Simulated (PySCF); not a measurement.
SMILES [CH2]C(C)[CH2][GeH3] (C₄H₁₁Ge), doublet (GFN2-xTB optimised geometry):

```
16

C     -1.230     1.860     0.523
C     -0.856     0.437     0.481
C     -1.779    -0.369    -0.426
C      0.611     0.321     0.000
Ge     1.316    -1.525     0.000
H     -1.692     2.323    -0.328
H     -0.870     2.492     1.312
H     -0.894     0.017     1.496
H     -2.813    -0.266    -0.104
H     -1.699    -0.020    -1.454
H     -1.510    -1.425    -0.395
H      0.694     0.743    -1.003
H      1.244     0.928     0.651
H      0.887    -2.323    -1.191
H      2.813    -1.525     0.000
H      0.872    -2.272     1.218
```

Computed with unrestricted PBE0/def2-TZVP in PySCF.

### Question
What are the frontier orbital energies (α orbitals alone; a β orbital can be the lowest empty one) and the dipole moment?

### Answer
HOMO-2 -9.15 eV, HOMO-1 -8.65 eV, HOMO -5.96 eV, LUMO 0.95 eV, LUMO+1 1.65 eV; dipole moment 0.59 D.

On the same geometry unrestricted PBE/def2-TZVP in PySCF 2.14.0 gives HOMO-2 -7.83 eV, HOMO-1 -7.39 eV, HOMO -4.63 eV, LUMO 0.15 eV, LUMO+1 0.76 eV; dipole moment 0.55 D.

Meta-Löwdin charges at PBE0/def2-TZVP: C1 -0.27, C2 -0.05, C3 -0.34, C4 -0.39, Ge5 0.33, H6 0.12, H7 0.12, H8 0.11, H9 0.12, H10 0.11, H11 0.11, H12 0.12, H13 0.12, H14 -0.07, H15 -0.06, H16 -0.07.
